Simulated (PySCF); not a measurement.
Spin-rotation constants: SMILES C=CC/N=C1/CCC1=O, C$_{7}$H$_{9}$NO

Molfile (atoms numbered from 1):
```
C7H9NO
     RDKit          3D

 18 18  0  0  0  0  0  0  0  0999 V2000
    3.2485    0.3711   -0.6629 C   0  0  0  0  0  0  0  0  0  0  0  0
    2.4469   -0.1043    0.2694 C   0  0  0  0  0  0  0  0  0  0  0  0
    1.2690   -0.9908   -0.0189 C   0  0  0  0  0  0  0  0  0  0  0  0
    0.1145   -0.4328    0.6271 N   0  0  0  0  0  0  0  0  0  0  0  0
   -0.9099   -0.1126   -0.0230 C   0  0  0  0  0  0  0  0  0  0  0  0
   -2.2105    0.5049    0.4294 C   0  0  0  0  0  0  0  0  0  0  0  0
   -2.7018    0.5006   -1.0323 C   0  0  0  0  0  0  0  0  0  0  0  0
   -1.3857   -0.1367   -1.4512 C   0  0  0  0  0  0  0  0  0  0  0  0
   -0.9351   -0.5019   -2.5023 O   0  0  0  0  0  0  0  0  0  0  0  0
    4.0868    1.0029   -0.4235 H   0  0  0  0  0  0  0  0  0  0  0  0
    3.1073    0.1387   -1.7060 H   0  0  0  0  0  0  0  0  0  0  0  0
    2.5851    0.1385    1.3134 H   0  0  0  0  0  0  0  0  0  0  0  0
    1.1428   -1.1324   -1.0987 H   0  0  0  0  0  0  0  0  0  0  0  0
    1.4419   -1.9637    0.4582 H   0  0  0  0  0  0  0  0  0  0  0  0
   -2.0928    1.4890    0.8780 H   0  0  0  0  0  0  0  0  0  0  0  0
   -2.7787   -0.1239    1.1121 H   0  0  0  0  0  0  0  0  0  0  0  0
   -2.8662    1.4821   -1.4734 H   0  0  0  0  0  0  0  0  0  0  0  0
   -3.5707   -0.1222   -1.2365 H   0  0  0  0  0  0  0  0  0  0  0  0
  1  2  2  0
  2  3  1  0
  3  4  1  0
  4  5  2  0
  5  6  1  0
  6  7  1  0
  7  8  1  0
  8  9  2  0
  8  5  1  0
  1 10  1  0
  1 11  1  0
  2 12  1  0
  3 13  1  0
  3 14  1  0
  6 15  1  0
  6 16  1  0
  7 17  1  0
  7 18  1  0
M  END
```

Theory: GIAO HF/pcSseg-1 magnetisability, rotational g tensor and spin-rotation constants, non-relativistic, gas phase (PySCF). Geometry: GFN2-xTB.

(1) Give the nuclear spin-rotation constants along the inertial axes (H = +C I·J) beside the isotropic shieldings.

Results:

(1) Rotational constants 3.2359, 0.9646, 0.8234 GHz. A star marks the isotopologue with that one atom substituted, in its own axes.
| atom | isotope | Caa (kHz) | Cbb (kHz) | Ccc (kHz) | mean (kHz) | σ (ppm) |
| --- | --- | --- | --- | --- | --- | --- |
| N4 | 14N | 1.183 | 0.202 | 0.051 | 0.478 | -156.3 |
| H10 | 1H | 0.013 | -0.099 | -0.029 | -0.038 | 26.9 |
| H11 | 1H | -0.288 | 0.065 | -0.090 | -0.104 | 26.7 |
| H12 | 1H | -0.247 | 0.071 | -0.088 | -0.088 | 25.6 |
| H13 | 1H | -0.242 | 0.037 | -0.084 | -0.096 | 27.3 |
| H14 | 1H | -0.253 | -0.102 | 0.027 | -0.109 | 27.9 |
| H15 | 1H | -0.363 | -0.062 | -0.005 | -0.143 | 29.3 |
| H16 | 1H | -0.289 | -0.035 | -0.046 | -0.123 | 29.3 |
| H17 | 1H | -0.283 | -0.111 | 0.011 | -0.128 | 29.4 |
| H18 | 1H | 0.002 | -0.121 | -0.052 | -0.057 | 29.4 |
| C1 | 13C* | 0.908 | 0.334 | 0.190 | 0.477 | 72.0 |
| C2 | 13C* | 1.020 | 0.393 | 0.205 | 0.539 | 48.1 |
| C3 | 13C* | 0.647 | 0.182 | 0.148 | 0.326 | 136.4 |
| C5 | 13C* | 1.149 | 0.451 | 0.210 | 0.604 | 25.3 |
| C6 | 13C* | 0.415 | 0.160 | 0.113 | 0.229 | 166.4 |
| C7 | 13C* | 0.504 | 0.152 | 0.137 | 0.264 | 155.8 |
| C8 | 13C* | 1.551 | 0.475 | 0.221 | 0.749 | -11.5 |
| O9 | 17O* | -1.846 | -1.103 | -0.095 | -1.015 | -349.8 |

For the geometry as given, no vibrational averaging.
